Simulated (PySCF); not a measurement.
## Computed structure and properties of Er(P5)I2

System: Er(P5)I2 (singlet in the valence; each metal's 4f electrons, 11 of them, lie in its core potential, out of spins and levels); start: template (Cs). Method: PySCF 2.14.0, RKS r2SCAN, Er lcecp-1-SVP with ECP57, P def2-SVP, I def2-SVP with ECP28; non-relativistic Hamiltonian with scalar-relativistic core potentials where named; density fitting; no spin-orbit coupling.

Input of the relaxation:

```python
mol = gto.M(atom='''
Er     0.00000     0.00000     0.26022
P      1.80000     0.00000     2.48592
P      0.55620     1.71190     2.48592
P     -1.45620     1.05800     2.48592
P     -1.45620    -1.05800     2.48592
P      0.55620    -1.71190     2.48592
I      2.17930     0.00000    -1.68698
I     -2.17930     0.00000    -1.68698''',
    basis={'Er': 'lcecp-1-SVP', 'P': 'def2-SVP', 'I': 'def2-SVP'},
    ecp={'Er': 'lcecp-1-SVP', 'I': 'def2-SVP'},
    charge=0, spin=0)
mf = dft.RKS(mol, xc='R2SCAN')
mf.grids.atom_grid = (50, 194)  # f atoms: unpruned, at least (60, 302)
mf = mf.density_fit()  # fitting sets: Er AutoAux, P def2-universal-JKFIT, I def2-universal-JKFIT
mf.conv_tol = 1e-08; mf.max_cycle = 55
mf.kernel(dm0)  # dm0: converged density of the start geometry
# quasi-Newton relaxation in Cartesian coordinates to a largest gradient under 0.00045 Eh/bohr, steps kept in the point group
```

Run from Python with OMP_NUM_THREADS=4; the lines above give its settings. Where DIIS fails, smearing, a level shift and second-order steps follow.
It took 2.3 min on 4 threads of Intel(R) Xeon(R) Platinum 8488C (Sapphire Rapids), with other jobs on the host, from the converged density of the start.

Course of the relaxation:

```csv
step,energy above end (eV),largest force component within the symmetry (eV/Å)
0,0.4423,3.376
1,0.2506,2.449
2,0.0522,0.520
3,0.0239,0.237
4,0.0048,0.107
5,0.0030,0.064
6,0.0024,0.034
7,0.0015,0.050
8,0.0008,0.049
9,0.0002,0.040
10,0.0000,0.013
11,0.0000,0.003
```

Relaxed geometry (Cs):

```xyz
8

Er   -0.0111    0.0000    0.0040
P     1.8301    0.0000    2.4651
P     0.5618    1.7187    2.4693
P    -1.4704    1.0681    2.4777
P    -1.4704   -1.0681    2.4777
P     0.5618   -1.7187    2.4693
I     2.3676    0.0000   -1.5084
I    -2.3694    0.0000   -1.5388
```

```
    contact      Å
Er1–P3 (P5)  3.059
 Er1–I7 (I)  2.819
 Er1–I8 (I)  2.818
```

On the finer grid (75, 302):

| Item | Value |
| --- | --- |
| HOMO | -6.65 eV |
| LUMO | -4.60 eV |
| Dipole about the centre of mass | 2.46 D |
| Set of Mulliken populations of Er1 outside the core potential | s 2.41, p 6.42, d 1.37, f 0.02 |
| D3(BJ) dispersion energy (not in the energies) | -0.208 eV |

| atom | Mulliken (e) | Löwdin (e) | spin (e) |
| --- | --- | --- | --- |
| Er1 | 0.78 | -0.74 | 0.00 |
| P2 | -0.01 | 0.12 | 0.00 |
| P3 | -0.08 | 0.08 | 0.00 |
| P4 | -0.04 | 0.10 | 0.00 |
| P5 | -0.04 | 0.10 | 0.00 |
| P6 | -0.08 | 0.08 | 0.00 |
| I7 | -0.26 | 0.13 | 0.00 |
| I8 | -0.27 | 0.13 | 0.00 |

The 4f levels lie in the core potential and are missing. Their spin isn't counted.

No frequency check is given here. The steps kept the symmetry Cs of the start, so a lower state may lie off it.

Taking off one P5 (charge -1, singlet; the rest: singlet) in vacuum, both parts rigid, costs 7.17 eV; the small basis without counterpoise inflates it. Most of it is the attraction of opposite charges; other ways to part are cheaper, and one spin state was tried for the rest.

Rigid scan of P5 along the line from its metal, all other atoms held (where the atom bridges, its other bond changes as well):

distance to the ring centre (Å), energy (eV) and a bar:
```
     2.17      0.365 ####
     2.27      0.150 ##
     2.37      0.035 
     2.47      0.000 
     2.57      0.030 
     2.67      0.109 #
     2.87      0.369 ####
     3.17      0.897 ###########
     3.57      1.663 ####################
     4.07      2.526 ##############################
```

Taking off one I (charge -1, singlet; the rest: singlet) in vacuum, both parts rigid, costs 7.45 eV; the small basis without counterpoise inflates it. Most of it is the attraction of opposite charges; other ways to part are cheaper, and one spin state was tried for the rest.

Rigid scan of I along the line from its metal, all other atoms held (where the atom bridges, its other bond changes as well):

distance to I7 (Å), energy (eV) and a bar:
```
     2.52      0.555 ##########
     2.62      0.217 ####
     2.72      0.048 #
     2.82      0.000 
     2.92      0.039 #
     3.02      0.138 ##
     3.22      0.443 ########
     3.52      1.002 #################
     3.92      1.727 ##############################
```

One start shape was tried, so this needn't be the lowest isomer.

An lcecp potential fixes the number of 4f electrons, so in runs with it no electron can move into or out of that shell.
